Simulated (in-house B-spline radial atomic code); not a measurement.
# Ionising Ta with different functionals

Computed with a B-spline radial code for spherical atoms: scalar-relativistic (spin-free X2C) Hamiltonian, Fermi nucleus of rms radius 5.3507 fm, spin-polarised at highest spin, spherical fractional occupations for the functionals, and exact exchange of hybrids averaged over the configuration. The ionisation energy is the difference of two self-consistent energies, [Xe] 4f14 5d3 6s2 → [Xe] 4f14 5d3 6s1, without Breit or QED terms; ε is the level of the shell that loses the electron (its least bound occupied spin orbital). There is no spin-orbit coupling in this Hamiltonian.

```json
{"method": "PBE0", "rung": "global hybrid", "ΔSCF (eV)": "7.15", "-ε(6s) (eV)": "5.25"}
{"method": "B3LYP", "rung": "global hybrid", "ΔSCF (eV)": "7.59", "-ε(6s) (eV)": "5.33"}
{"method": "TPSSh", "rung": "global hybrid", "ΔSCF (eV)": "7.14", "-ε(6s) (eV)": "4.82"}
{"method": "M06-2X", "rung": "global hybrid", "ΔSCF (eV)": "7.84", "-ε(6s) (eV)": "5.74"}
{"method": "BHandHLYP", "rung": "global hybrid", "ΔSCF (eV)": "7.28", "-ε(6s) (eV)": "5.86"}
{"method": "r2SCAN0", "rung": "global hybrid", "ΔSCF (eV)": "6.97", "-ε(6s) (eV)": "5.33"}
{"method": "B97-1", "rung": "global hybrid", "ΔSCF (eV)": "7.83", "-ε(6s) (eV)": "5.25"}
{"method": "HSE06", "rung": "range-separated hybrid", "ΔSCF (eV)": "7.18", "-ε(6s) (eV)": "4.94"}
{"method": "wB97X", "rung": "range-separated hybrid", "ΔSCF (eV)": "7.95", "-ε(6s) (eV)": "7.46"}
{"method": "CAM-B3LYP", "rung": "range-separated hybrid", "ΔSCF (eV)": "7.51", "-ε(6s) (eV)": "6.41"}
{"method": "LC-wPBE", "rung": "range-separated hybrid", "ΔSCF (eV)": "6.91", "-ε(6s) (eV)": "7.09"}
```

**Question.** Among the functionals, which spreads more, the ΔSCF values or the orbital energies?

**Answer.** The orbital energies: ΔSCF values span about 1.04 eV and the orbital energies 2.63 eV.

**Question.** How do they compare with the NIST value?

**Answer.** NIST lists 7.550 eV (measured, ground level to ground level). Errors run from -0.64 to +0.40 eV; CAM-B3LYP is closest (-0.04 eV), but part of that can be cancellation, since the calculations leave out spin-orbit coupling, Breit-QED terms, multiplet and fine-structure energies.
